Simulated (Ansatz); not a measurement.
A made-up structure of BH₃SO₂, singlet:

```
7
angstrom
O 0.4536 1.2599 -0.5800
B 0.8311 -0.0283 -0.6780
S -0.1278 -1.3397 0.1015
O -1.3524 -0.4172 0.7870
H -0.3686 1.3407 -0.0767
H 1.7989 -0.3542 -1.2958
H 1.0430 1.7431 -1.1801
```

It is relaxed with PBE-D4/def2-SVP and then PBE0-D4/def2-TZVP (Ansatz 0.2.0). Atoms count as bonded within 1.22 times the sum of their covalent radii (H–H: 0.88 Å). The end point is not checked to be a true minimum.

Q: Does its bonding change? (Judge from chemistry; the calculation decides.)

A: Computed: Yes. Formed: O4–H5; broken: O1–H5.

Where it ends: The first stage lowers the energy by 3.41 eV in 12 steps. It ends as BH₃SO₂ ([OH][BH][S][OH]):
```
7
angstrom
O 0.6279 1.3057 -0.7665
B 0.9576 -0.0179 -0.7829
S -0.1115 -1.1306 0.0890
O -1.2795 -0.1255 0.7049
H -1.0594 0.7746 0.4235
H 1.9108 -0.4743 -1.3405
H 1.2319 1.8723 -1.2496
```

Labels in which every atom is bracketed show which atoms are joined, not bond orders.

For scale, one of the runs: PBE0-D4/def2-TZVP relaxation, 148 basis functions, launched by `ansatz run in.yaml --threads 2 --pin off --events-out ev --progress --plain --max-ram 4352MiB`. Hardware: 2 CPU threads of an Arm Neoverse V1, shared host. Wall time about 25 s.
